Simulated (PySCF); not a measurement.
FGeH₄NO₂. Atoms are numbered in the order given.

```xyz
9

N     -1.7378    -0.4853    -0.0283
Ge    -0.0074    -0.0001    -0.0177
O      0.2758     1.7315    -0.0432
O      0.9145    -0.6362    -1.3627
F      0.6100    -0.6172     1.4810
H     -2.1544    -0.5886    -0.9488
H     -1.9339    -1.3066     0.5368
H     -0.2242     2.1990     0.6351
H      1.7034    -0.1108    -1.5411
```
Charge 0, spin multiplicity 1.

Geometry: PBE0-D3(BJ)/def2-SVP. This is a generated structure with no PubChem entry under its InChIKey; it may be hypothetical. Other conformers were not sampled.

Level of theory: HF/pcSseg-1 run with PySCF.

GIAO shieldings, no solvent; atoms listed in one row are averaged. δ = σ(ref) − σ: ¹⁵N against NH3 (σ = 267.3 ppm); ⁷³Ge against GeH4 (σ = 1776.1 ppm); ¹⁷O against H2O (σ = 333.0 ppm); ¹⁹F against CFCl3 (σ = 238.5 ppm); ¹H against TMS (σ = 31.99 ppm), references at their B3LYP-D3(BJ)/def2-TZVP geometries, non-relativistic.

| nucleus | atoms | count | δ (ppm) |
|---|---|---|---|
| ¹⁵N | N1 | 1 | 2.3 |
| ⁷³Ge | Ge2 | 1 | 249.3 |
| ¹⁷O | O3 | 1 | 21.0 |
| ¹⁷O | O4 | 1 | 17.8 |
| ¹⁹F | F5 | 1 | -148.9 |
| ¹H | H9 | 1 | 2.31 |
| ¹H | H8 | 1 | 2.07 |
| ¹H | H7 | 1 | 1.19 |
| ¹H | H6 | 1 | 1.05 |
